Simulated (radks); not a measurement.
Results of a calculation; reference values are marked as such.
Task: These are the eigenvalues of the occupied orbitals of an atom or ion with whole-number occupations (eV). Code: a radial shooting solver on a logarithmic mesh with Libxc functionals. Model: scalar-relativistic Kohn-Sham, PBE, spin-unpolarised, spherical densities, point nucleus.

1s: -92621.62
2s: -18230.05
2p: -15870.74
3s: -5824.787
3p: -5148.182
3d: -4483.692
4s: -2585.998
4p: -2339.995
4d: -2078.695

Which element is it, and in what charge state? The configuration may be excited.

Result: Z = 83, bismuth, charge +42: Bi42+ in [Kr] 4d5. The list shows which subshells hold electrons but not how many an open one holds; the 1s level, -3403.8 hartree, gives Z - s = 82.5 by -(Z - s)^2/2, which with screening and relativity narrows Z to a few neighbours, and the depths of the outer levels then fix element, charge and occupations together.
